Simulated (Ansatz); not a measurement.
input.yaml

```yaml
crystal:
  periodic: [false, false, false]
  atoms:
    - { symbol: Al, position_ang: [0.0, 0.0, 0.0] }
    - { symbol: "N", position_ang: [0.0, 0.0, 2.27] }
    - { symbol: H, position_ang: [-0.877, -0.2713, 2.8] }
    - { symbol: H, position_ang: [0.877, 0.2713, 2.8] }
    - { symbol: "N", position_ang: [1.6627, 0.0, -0.96] }
    - { symbol: H, position_ang: [2.1293, -0.9179, -1.2118] }
    - { symbol: H, position_ang: [2.1141, 0.9179, -1.2382] }
    - { symbol: H, position_ang: [-1.351, 0.0, -0.78] }
    - { symbol: O, position_ang: [0.4375, -1.9248, 0.6559] }
    - { symbol: H, position_ang: [-0.1954, -2.5811, 0.2213] }
    - { symbol: H, position_ang: [0.2812, -1.2373, 1.8121] }
basis:
  gaussian: { orbitals: "6-31G*" }
hamiltonian:
  xc: b3lyp
  dispersion: d4
relax:
  f_tol: 0.15
  max_steps: 25
  restrain:
    - { distance: [0, 8], at: 2.98, k: 30.0 }
    - { distance: [10, 1], at: 2.26, k: 30.0 }
    - { distance: [0, 1], at: 1.92, k: 30.0 }
    - { distance: [10, 8], at: 1.01, k: 30.0 }
```

Command:

```bash
$ ansatz run input.yaml --threads 1 --pin off --max-ram 2048MiB --backend cpu --events-out ev --progress --plain --runs-dir out
```

Hardware: 1 thread of AMD EPYC 9R45 96-Core Processor (Zen 5) (shared host).

Roughly how long does this run take, and how much memory?

32 s, with a peak of 0.17 GiB, for 16 ionic steps.
